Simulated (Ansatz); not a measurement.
`C#[C][Ge]([F])([F])[C]#C` + H₂ → `C#[C][GeH]([F])[F]` + `C#C` at 500 K and 1 bar (hydrogenolysis of a Ge–C bond).

Calculated with Ansatz (gas phase, PBE0-D4/def2-TZVP geometries, no zero-point term in ΔE). CBS: MP2 limit from def2 TZ/QZ plus the TZ coupled-cluster correction, frozen cores. This one scheme is used for every species. For Ge outer-core shells are correlated without core-valence functions, which leaves a few kJ/mol of doubt a bond. Scalar relativity is left out up to krypton.

| species | CCSD(T)/CBS energy (Eh) | H − E (kJ/mol) | S (J/(mol·K)) |
| --- | --- | --- | --- |
| `C#[C][Ge]([F])([F])[C]#C` | -2429.06648 | 167.1 | 452.8 |
| H₂ | -1.17544 | 41.0 | 145.5 |
| `C#[C][GeH]([F])[F]` | -2353.01589 | 124.2 | 389.0 |
| `C#C` | -77.22717 | 90.7 | 225.3 |

H − E and S are ideal-gas, rigid-rotor, harmonic terms from PBE0-D4/def2-TZVP. For small species the MP2-based limit differs from directly extrapolated CCSD(T) by up to some mEh (0.8 for H₂); such offsets cancel only in part. 1 Eh = 2625.50 kJ/mol, R = 8.31446 J/(mol·K).

By hand: ΔE, ΔH, ΔS and ΔG.

ΔE = (-2353.01589) + (-77.22717) − (-2429.06648) − (-1.17544) = -0.00114 Eh = -3.0 kJ/mol. Δ(H − E) = 124.2 + 90.7 − 167.1 − 41.0 = 6.8, so ΔH = 3.8 kJ/mol. ΔS = 389.0 + 225.3 − 452.8 − 145.5 = 16.0 J/(mol·K). ΔG = 3.8 − 500 × (16.0)/1000 = -4.2 kJ/mol.

By hand: the equilibrium constant, and the temperature at which ΔG would vanish if ΔH and ΔS stayed fixed.

log₁₀ K = −ΔG/(RT ln 10) = 0.4. ΔG = 0 at ΔH/ΔS = 238 K, though so small a ΔH makes that figure unsure.

TΔS isn't small against ΔH here. The sign of ΔG lies within the doubt. A doubt of 5 kJ/mol in ΔE shifts log₁₀ K by 0.5 here. These are equilibria of isolated gas molecules and say nothing of rates. Largest T1 diagnostic: 0.013 (customary marks: 0.02 for closed shells, 0.045 for open ones).
